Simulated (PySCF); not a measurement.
Job file and geometry (Å, from GFN2-xTB) of an NMR shielding run on `F[C@@H]1CC[C@@H](F)[O+]1[AlH3-]`, C$_{4}$H$_{9}$AlF$_{2}$O, GIAO PBE0/pcSseg-1 NMR shielding, non-relativistic, gas phase in PySCF 2.14.0, density-fitted response routines; density fitting, a coarse starting grid and PySCF grid level 2 are the driver's defaults:

```
$ OMP_NUM_THREADS=1 python probes_run.py task.json out

{"job": {"kind": "nmr", "xc": "PBE0", "basis": "pcSseg-1"}, "charge": 0, "multiplicity": 1}
F     -0.424026    -0.174508    -2.241646
C     -0.001081    -0.608891    -1.011138
C     -1.198135    -1.038960    -0.179270
C     -1.681495     0.315252     0.343848
C     -0.360343     1.054554     0.539310
F      0.120378     0.831050     1.800964
O      0.555070     0.482931    -0.348311
Al     2.371880     0.169838     0.270680
H      0.775616    -1.360223    -1.187693
H     -1.938620    -1.561318    -0.779675
H     -0.857695    -1.675784     0.636605
H     -2.231776     0.247824     1.279455
H     -2.287736     0.826021    -0.404148
H     -0.393908     2.142447     0.409615
H      2.591923     1.591314     0.885160
H      2.885979    -0.129351    -1.184997
H      2.066972    -1.100167     1.161333
```

Task: What does the program print?

Result: 
```
coarse grid: 14808 points
cycle   1  E = -674.3581714494  dE =  1.116e+00  |g| = 7.987e-01  |ddm| = 3.505e+00
cycle   2  E = -674.2800548715  dE =  7.812e-02  |g| = 1.101e+00  |ddm| = 1.109e+00
cycle   3  E = -674.4706609071  dE = -1.906e-01  |g| = 8.137e-02  |ddm| = 6.638e-01
cycle   4  E = -674.4715114148  dE = -8.505e-04  |g| = 4.298e-02  |ddm| = 7.697e-02
cycle   5  E = -674.4718354564  dE = -3.240e-04  |g| = 9.026e-03  |ddm| = 3.265e-02
cycle   6  E = -674.4718462283  dE = -1.077e-05  |g| = 3.753e-03  |ddm| = 7.155e-03
cycle   7  E = -674.4718490775  dE = -2.849e-06  |g| = 3.498e-04  |ddm| = 3.008e-03
final grid: 139488 points
cycle   8  E = -674.5418954922  dE = -4.683e-05  |g| = 1.151e-02  |ddm| = 2.829e-02
cycle   9  E = -674.5418741645  dE =  2.133e-05  |g| = 1.613e-02  |ddm| = 1.619e-02
cycle  10  E = -674.5419196546  dE = -4.549e-05  |g| = 7.967e-04  |ddm| = 9.408e-03
cycle  11  E = -674.5419197751  dE = -1.205e-07  |g| = 3.057e-04  |ddm| = 9.150e-04
cycle  12  E = -674.5419197923  dE = -1.718e-08  |g| = 1.069e-04  |ddm| = 2.763e-04
cycle  13  E = -674.5419197938  dE = -1.540e-09  |g| = 2.983e-05  |ddm| = 7.455e-05
cycle  14  E = -674.5419197939  dE = -1.432e-10  |g| = 3.908e-06  |ddm| = 2.372e-05
converged SCF energy = -674.5419197939

GIAO shielding tensors (ppm)
atom      isotropic    diamagn.    paramagn.     s11        s22        s33       span
  0 F      313.360     473.808    -160.448    194.753    331.146    414.181    219.429
  1 C       67.381     241.706    -174.325     45.647     68.938     87.559     41.912
  2 C      155.220     251.211     -95.991    135.584    152.065    178.011     42.427
  3 C      152.775     252.192     -99.417    129.357    150.976    177.993     48.636
  4 C       70.248     240.090    -169.842     46.984     73.926     89.834     42.850
  5 F      311.154     474.849    -163.695    204.326    319.980    409.155    204.829
  6 O      191.204     402.949    -211.745    164.257    174.065    235.290     71.033
  7 Al     412.606     795.336    -382.730    398.378    409.273    430.166     31.788
  8 H       25.049      29.718      -4.670     21.789     25.082     28.275      6.486
  9 H       29.469      29.239       0.231     25.602     26.328     36.479     10.877
 10 H       29.240      30.712      -1.472     26.154     26.313     35.252      9.097
 11 H       29.261      29.326      -0.065     25.275     26.508     36.000     10.724
 12 H       29.161      29.965      -0.804     25.150     26.733     35.601     10.452
 13 H       25.280      28.624      -3.344     22.466     23.791     29.584      7.117
 14 H       27.443      29.914      -2.471     23.690     26.570     32.070      8.381
 15 H       27.418      30.034      -2.616     23.827     26.610     31.817      7.990
 16 H       27.601      30.352      -2.750     24.059     27.103     31.643      7.584
```

Size and cost of the density-fitted run: 188 basis functions, 55 s wall time on 1 thread of an Arm Neoverse N1, shared host; peak memory 0.84 GiB.
